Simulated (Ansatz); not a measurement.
One change: `CC(O)(O)[TeH]` becomes `CC(O)(O)O`.

Ansatz, PBE0-D4/def2-TZVP geometries, multiplicity 1. Each molecule was computed in one conformer, which needn't be the lowest.

Elements past krypton have def2 core potentials.

```tsv
property	`CC(O)(O)[TeH]`
HOMO energy (PBE/def2-TZVPP) / eV	-5.08
LUMO energy (PBE/def2-TZVPP) / eV	-1.77
HOMO–LUMO gap (PBE/def2-TZVPP) / eV	3.31
HOMO–LUMO gap (PBE0/def2-TZVPP) / eV	5.19
LUMO energy (B3LYP/def2-TZVPP) / eV	-1.22
size of the dipole moment (ωB97M-V/def2-TZVPP) / D	1.43
```

Task: Give the same properties after the change, and the shifts. (Estimate.)

Result: Computed: 
```tsv
property	`CC(O)(O)O`	shift
HOMO energy (PBE/def2-TZVPP) / eV	-6.50	-1.42
LUMO energy (PBE/def2-TZVPP) / eV	-0.16	1.61
HOMO–LUMO gap (PBE/def2-TZVPP) / eV	6.34	3.03
HOMO–LUMO gap (PBE0/def2-TZVPP) / eV	9.01	3.82
LUMO energy (B3LYP/def2-TZVPP) / eV	0.30	1.52
size of the dipole moment (ωB97M-V/def2-TZVPP) / D	1.63	0.20
```

With PBE0 the HOMO falls by 2.15 eV and the LUMO rises by 1.66 eV, so the gap widens by about 3.81 eV. PBE moves the HOMO by -1.42 eV and ωB97M-V by -2.52 eV. Dipoles are sizes alone; their direction can turn.

B3LYP here is the variant with VWN-RPA as its local correlation; programs differ in this.

Spin–orbit coupling is left out; it splits and shifts lone-pair levels of the heavy atoms by tenths of an eV.
